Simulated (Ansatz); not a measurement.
C2H8N2Si (`CNC(=N)[SiH3]`), charge 0, multiplicity 1.

**Question.** Give a relaxed structure at PBE0-D4/def2-TZVP (Ansatz). (Best estimate.)

**Answer.** Computed: 
Z-matrix (Å, degrees):
```
C
N 1 1.442
H 1 1.090 2 109.0
H 1 1.095 2 111.8 3 121.2
H 1 1.091 2 109.8 3 -119.7
C 2 1.361 1 121.0 3 176.5
H 2 1.003 1 118.2 3 -22.7
Si 6 1.897 2 116.6 1 178.9
N 6 1.282 2 119.7 1 -5.0
H 8 1.484 6 108.1 2 -150.5
H 8 1.485 6 109.8 2 90.2
H 8 1.490 6 110.9 2 -29.7
H 9 1.015 6 111.3 2 -178.3
```
This is one stationary point; other conformers may exist.
